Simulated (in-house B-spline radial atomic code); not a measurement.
Configurations of Ba, with energies counted from [Xe] 6s2. Level of theory: scalar-relativistic (X2C) TPSSh, spin-polarised, spherical fractional occupations, Fermi nucleus of rms radius 4.8378 fm; calculated with a radial B-spline atomic code at the basis-set limit. Caution: exact exchange at fractional occupations of open shells leaves self-interaction of up to several eV. Shells without spins written out take the highest spin.

Occupations are held fixed; configurations that lie above the ionisation limit could autoionise.

```tsv
configuration	E - E(ref) (eV)	highest orbital	its <r> (bohr)
[Xe] 4f1 6s1	4.0846	4f up	15.44
[Kr] 4d10 5s2 5p5 6s2 6p1	19.748	6p up	5.417
[Kr] 4d10 5s2 5p5 6s2 7s1	21.621	7s up	10.27
[Kr] 4d10 5s(1 up, 0 down) 5p6 6s2 7d(0 up, 1 down)	38.296	7d down	20.9
[Kr] 4d9 5s2 5p6 6s2 6p1	96.025	6p up	5.343
[Ar] 3d10 4s2 4p5 4d10 5s2 5p6 6s2 7p1	192.32	7p up	12.7
```

(1) Order these further configurations by energy, lowest first.
A. [Kr] 4d10 5s1 5p6 6s2 7s1
B. [Xe] 6s1 7d1
C. [Ar] 3d10 4s2 4p(3 up, 2 down) 4d10 5s2 5p6 6s2 7s(0 up, 1 down)
D. [Ar] 3d10 4s2 4p(2 up, 3 down) 4d10 5s2 5p6 6s2 7f(0 up, 1 down)
E. [Ar] 3d10 4s2 4p5 4d10 5s2 5p6 6s2 6f1

(2) How far above the reference does [Kr] 4d10 5s2 5p(2 up, 3 down) 5f(0 up, 1 down) 6s2 lie?

(3) How far above the reference does [Xe] 6s1 7p1 lie?

Answers

(1) B (4.1834 eV), A (37.081 eV), C (191.76 eV), E (193.28 eV), D (193.44 eV).

(2) 22.853 eV; its least bound orbital is 5f down with <r> = 16.71 bohr.

(3) 3.583 eV; its least bound orbital is 7p up with <r> = 13.78 bohr.
